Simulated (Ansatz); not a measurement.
# Worked example: CH5InO3 + C2H2AlF → In(OH)3 + C3H4AlF

Gas-phase species: CH5InO3 `C[O][In]([OH])[OH]`, singlet; C2H2AlF `C#[C][AlH][F]`, singlet; In(OH)3, singlet; C3H4AlF `C#[C][Al]([CH3])[F]`, singlet. The partners trade CH3 for H: O–CH3 and Al–H bonds give way to O–H and Al–CH3.

Shapes, held fixed at every level: PBE0-D4/def2-TZVP. Programs: Ansatz 0.2.0. Electronic energies: no zero-point or thermal term.

At CCSD(T)/def2-TZVPP; 1 Eh = 2625.50 kJ/mol:

| species | energy (Eh) |
| --- | --- |
| CH5InO3 | -455.957832 |
| C2H2AlF | -419.031952 |
| In(OH)3 | -416.743110 |
| C3H4AlF | -458.290348 |

Q: Work out ΔE of the reaction at this level.

A: 
1. Products less reactants: (-416.743110) + (-458.290348) − [(-455.957832) + (-419.031952)] = -0.043674 Eh = -114.7 kJ/mol.

Other levels give -118.2 (r2SCAN-D4/def2-TZVPP) to -91.2 kJ/mol (HF/def2-SVP). No measured value is set beside it here. For atoms past krypton def2 sets carry core potentials with scalar relativity. Outer-core shells of In are correlated, in sets that cover them unevenly.
